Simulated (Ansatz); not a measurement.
Start from `[NH2][SnH]([OH])[Cl]` and change one atom or group to get `[NH2][SnH]([F])[Cl]`.

Ansatz, PBE0-D4/def2-TZVP geometries, multiplicity 1. Each molecule was computed in one conformer, which needn't be the lowest.

Elements past krypton have def2 core potentials.

```json
{"property": "zero-point energy (PBE0-D4/def2-TZVP) / kJ/mol", "`[NH2][SnH]([OH])[Cl]`": "122.4"}
{"property": "HOMO energy (ωB97M-V/def2-TZVPP) / eV", "`[NH2][SnH]([OH])[Cl]`": "-10.31"}
{"property": "HOMO energy (PBE/def2-TZVPP) / eV", "`[NH2][SnH]([OH])[Cl]`": "-6.53"}
{"property": "HOMO energy (PBE0/def2-TZVPP) / eV", "`[NH2][SnH]([OH])[Cl]`": "-7.97"}
{"property": "HOMO energy (B3LYP/def2-TZVPP) / eV", "`[NH2][SnH]([OH])[Cl]`": "-7.71"}
{"property": "LUMO energy (PBE/def2-TZVPP) / eV", "`[NH2][SnH]([OH])[Cl]`": "-1.92"}
```

Question: Give the same properties after the change, and the shifts. (Best estimate.)

Answer: Computed: 
```json
{"property": "zero-point energy (PBE0-D4/def2-TZVP) / kJ/mol", "`[NH2][SnH]([F])[Cl]`": "92.8", "shift": "-29.6"}
{"property": "HOMO energy (ωB97M-V/def2-TZVPP) / eV", "`[NH2][SnH]([F])[Cl]`": "-10.71", "shift": "-0.40"}
{"property": "HOMO energy (PBE/def2-TZVPP) / eV", "`[NH2][SnH]([F])[Cl]`": "-6.82", "shift": "-0.29"}
{"property": "HOMO energy (PBE0/def2-TZVPP) / eV", "`[NH2][SnH]([F])[Cl]`": "-8.32", "shift": "-0.35"}
{"property": "HOMO energy (B3LYP/def2-TZVPP) / eV", "`[NH2][SnH]([F])[Cl]`": "-8.06", "shift": "-0.35"}
{"property": "LUMO energy (PBE/def2-TZVPP) / eV", "`[NH2][SnH]([F])[Cl]`": "-2.22", "shift": "-0.30"}
```

With PBE0 the HOMO falls by 0.35 eV and the LUMO falls by 0.29 eV, so the gap widens by about 0.06 eV. PBE moves the HOMO by -0.29 eV and ωB97M-V by -0.40 eV. The zero-point energy changes by -29.6 kJ/mol with -3 modes.

B3LYP here is the variant with VWN-RPA as its local correlation; programs differ in this.
